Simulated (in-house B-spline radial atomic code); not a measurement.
Results of a calculation; reference values are marked as such.
## Making a Troullier-Martins s channel for Sr, r_c = 1.69 bohr

Sr, [Kr] 5s2, non-relativistic LDA (VWN5), spherical and spin-unpolarised, from an all-electron radial atomic-structure program (B-spline basis) (atomic units). The all-electron 4s level is ε = -1.455319 hartree, its outermost node lies just inside 0.61 bohr and its outer maximum at 1.21 bohr.

Inside r_c the pseudo-orbital is u(r) = r^1 exp(p(r)), with p = c0 + c2 r² + c4 r⁴ + … + c12 r¹². The seven coefficients follow from p and its first four derivatives at r_c, from zero curvature of the screened potential at the origin, c4 = −c2²/(2l + 5), and from the norm inside r_c. At r_c the all-electron orbital has P = 0.7470645, P' = -0.7000739, the screened potential V = -1.544129, V' = 2.06787, V'' = -3.866154, and the norm inside is Q = 0.7633172.

**Question.** What are p, p' and p'' at r_c?

**Answer.** p = ln(P/r_c^1) = ln(0.7470645/1.69) = -0.81633. p' = P'/P − 1/r_c = -0.93710 − 0.59172 = -1.52882. The radial equation gives p'' = 2(V − ε) − 2(1) p'/r_c − p'² = -0.17762 − (-1.80925) − 2.33728 = -0.70565. Differentiating, p''' = 2V' + 2(1)p'/r_c² − 2(1)p''/r_c − 2p'p'' = 1.7427, and p'''' = 2V'' − 4(1)p'/r_c³ + 4(1)p''/r_c² − 2(1)p'''/r_c − 2p''² − 2p'p''' = -5.1834.

For a trial c2 the five matching conditions are linear in c0, c6, c8, c10 and c12, and c2 is varied until the norm inside r_c equals Q. The root nearest zero gives:

```
 n          c_n
 0   -0.4755768
 2    0.5687971
 4  -0.06470602
 6   -0.3384954
 8    0.1803289
10  -0.03737954
12  0.002861837
```

**Question.** Check c4 and p(r_c), and find the screened pseudopotential at the origin.

**Answer.** −c2²/5 = -0.064706, as listed. The terms c_n r_c^n are -0.47558, 1.62454, -0.52783, -7.88630, 11.99939, -7.10397, 1.55341, which sum to -0.81633. Inverting the radial equation, V_l(r) = ε + 1 p'/r + (p'' + p'²)/2, so V_l(0) = ε + (2l + 3) c2 = -1.455319 + 3 × (0.568797) = 0.2511 hartree, finite where the all-electron potential diverges.

Orbitals and screened potentials:

| r (bohr) | P | u | V all-electron | V pseudo |
| --- | --- | --- | --- | --- |
| 0.169 | 0.1981 | 0.1068 | -124.6 | 0.2451 |
| 0.422 | -0.4831 | 0.2891 | -26.89 | 0.0404 |
| 0.676 | 0.2143 | 0.5242 | -10.75 | -0.8772 |
| 0.93 | 0.7962 | 0.787 | -5.615 | -2.46 |
| 1.183 | 0.9757 | 0.9479 | -3.392 | -3.297 |
| 1.436 | 0.9096 | 0.9074 | -2.225 | -2.472 |
| 1.69 | 0.7471 | 0.7471 | -1.544 | -1.544 |

Logarithmic derivatives P'/P at R = 1.99 bohr, for energies E around ε:

```csv
E − ε (hartree),all-electron,pseudo
-0.5,0.473209,0.465299
-0.25,-0.119377,-0.123328
-0.1,-0.663045,-0.664101
0,-1.17777,-1.17777
0.1,-1.91404,-1.91661
0.25,-3.96022,-4.00246
0.5,-59.3153,-96.7129
```

**Question.** With P(R) = 0.5421652 and a norm of 0.8884055 inside R, what slope in energy does norm conservation fix?

**Answer.** d(P'/P)/dE = −2 × (norm inside R)/P(R)² = -6.0447 per hartree·bohr at E = ε, for both atoms, since orbital and norm agree at R. Differences over ±0.1 hartree give -6.2550 (all-electron) and -6.2625 (pseudo), which also hold third-order terms. Half a hartree below ε the two curves differ by -0.0079.
